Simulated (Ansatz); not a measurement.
Computed with Ansatz.

Basis-set series for C2H7NOSi (`NC1CO[SiH2]1`). Charge 0, multiplicity 1. The structure was optimised at the PBE0-D4/def2-TZVP level. It is one conformer, not always the lowest.

```csv
functional,basis,functions,energy (Eh),HOMO (eV),LUMO (eV)
PBE0-D4,def2-SVP,109,-499.28052,-6.66,0.29
PBE0-D4,def2-QZVPP,508,-499.65391,-6.91,-0.30
ωB97M-V,def2-SVP,109,-499.52043,-8.99,2.21
ωB97M-V,def2-QZVPP,508,-499.90175,-9.24,1.20
```

Give the rows for def2-TZVPP. (Estimate.)

The calculation gave: 
```json
{"functional": "PBE0-D4", "basis": "def2-TZVPP", "functions": "264", "energy (Eh)": "-499.63145", "HOMO (eV)": "-6.86", "LUMO (eV)": "-0.17"}
{"functional": "ωB97M-V", "basis": "def2-TZVPP", "functions": "264", "energy (Eh)": "-499.88064", "HOMO (eV)": "-9.19", "LUMO (eV)": "1.50"}
```

Positive LUMOs are unbound and depend on the basis.
